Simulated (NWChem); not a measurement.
Molecule: BSi2H7O; SMILES [SiH3]B(O)[SiH3]

```xyz
11

B     -0.4935    -0.0109     0.0005
O     -1.8548    -0.0682     0.0002
H     -2.2778     0.8132    -0.0034
Si     0.5259     1.7650     0.0000
H      1.4399     1.8665    -1.1953
H      1.3862     1.8917     1.2324
H     -0.4132     2.9528    -0.0320
Si     0.5230    -1.7810     0.0002
H      1.4634    -1.8321     1.1807
H      1.3860    -1.8689    -1.2362
H     -0.3631    -2.9995     0.0463
```
Atoms are numbered in this order, from 1.

All runs: NWChem. Pople sets run with spherical d functions. Coordinates come from a PBE-D3(BJ)/def2-SVP optimisation.

### Question
Order these by “dipole (D)”, lowest first: TPSS/STO-3G; TPSS/6-31+G*; TPSS/3-21G; TPSS/6-311++G**; TPSS/6-31G*.

### Answer
TPSS/6-311++G** (1.76), TPSS/6-31+G* (1.83), TPSS/6-31G* (1.96), TPSS/STO-3G (2.02), TPSS/3-21G (2.10)
